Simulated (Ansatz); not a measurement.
Ga₁₂P₁₁H₃₂⁻, a nanocrystal cut from zinc blende GaP (hydrogen-capped). Total charge -1; triplet. Geometry PBE-D4/def2-SVP, that of the charge -1 singlet.

```xyz
55

P     0.866   -2.667    3.500
P     3.555   -1.571   -2.061
P    -0.223   -0.850   -3.745
P    -2.644   -2.211    2.122
P    -3.108   -1.370   -1.376
P     0.403   -1.954   -0.176
P     1.984    0.670    2.117
P     1.492    1.582   -1.468
P    -1.601    1.205    0.997
P    -2.106    2.002   -2.653
P    -0.256    4.585   -0.031
Ga    2.607   -2.871   -0.249
Ga   -0.569   -3.195    1.599
Ga    2.343   -0.804    4.002
Ga   -1.027   -2.347   -1.996
Ga    3.695    0.856   -2.068
Ga    0.150    1.512   -3.371
Ga   -4.235   -2.639    0.365
Ga   -2.182   -0.012    2.993
Ga   -3.156    0.921   -0.727
Ga    0.464    0.361    0.282
Ga    1.911    3.862   -0.849
Ga   -1.478    3.468    1.754
H     0.047   -2.848    4.659
H     1.679   -3.833    3.670
H     4.876   -2.056   -2.336
H     2.954   -2.027   -3.279
H    -1.051   -1.015   -4.904
H     0.984   -1.376   -4.308
H    -3.101   -3.004    3.227
H    -3.949   -1.468   -2.535
H     3.251    0.947    1.513
H     1.683    1.979    2.608
H    -2.959    1.851   -3.796
H    -2.207    3.425   -2.541
H    -1.124    4.802   -1.149
H    -0.120    5.963    0.340
H     2.601   -4.398   -0.671
H     3.351   -2.369    1.063
H    -0.506   -4.762    1.376
H     3.822   -1.356    3.889
H     1.780   -0.089    5.294
H    -1.131   -3.803   -2.600
H     4.025    1.306   -3.554
H     4.685    1.165   -0.867
H     0.527    2.271   -4.703
H    -4.190   -4.177   -0.025
H    -5.607   -1.902    0.666
H    -3.471    0.619    3.669
H    -0.820   -0.146    3.820
H    -4.615    1.508   -0.583
H     2.836    3.877    0.439
H     2.264    4.716   -2.139
H    -0.472    3.552    2.980
H    -2.924    4.117    1.816
```

Single mean-field runs in def2-TZVP are fitted with def2-universal-jkfit. At PBE-D4/def2-TZVP, PBE0-D4/def2-TZVP the highest occupied level of the charge -1 triplet lies above zero (up to 0.34 eV). By energy differences its removal costs 1.08 eV (vertical, to the charge 0 doublet, at PBE-D4/def2-TZVP); self-interaction error and the lack of diffuse functions both raise the level. At PBE-D4/def2-TZVP the gap within one spin of the charge -1 triplet nearly closes, so an electron or hole may be smeared out by delocalisation error. At PBE0-D4/def2-TZVP a singlet of charge -1 lies 4.52 eV below the triplet at the same geometry.

(1) Estimate the α-spin orbital energies around the gap (eV) in Ansatz with PBE-D4/def2-TZVP, PBE0-D4/def2-TZVP.

Results:

(1) 
| orbital | PBE-D4/def2-TZVP | PBE0-D4/def2-TZVP |
| --- | --- | --- |
| HOMO−5 | -3.93 | -4.98 |
| HOMO−4 | -3.78 | -4.85 |
| HOMO−3 | -3.75 | -4.81 |
| HOMO−2 | -3.70 | -4.65 |
| HOMO−1 | -3.59 | -4.56 |
| HOMO | 0.34 | 0.08 |
| LUMO | 0.51 | 1.21 |
| LUMO+1 | 0.61 | 1.28 |
| LUMO+2 | 0.67 | 1.34 |
| LUMO+3 | 0.74 | 1.39 |
| LUMO+4 | 0.74 | 1.48 |
| LUMO+5 | 0.91 | 1.62 |
| β HOMO | -3.54 | -4.50 |
| β LUMO | -3.53 | -3.52 |
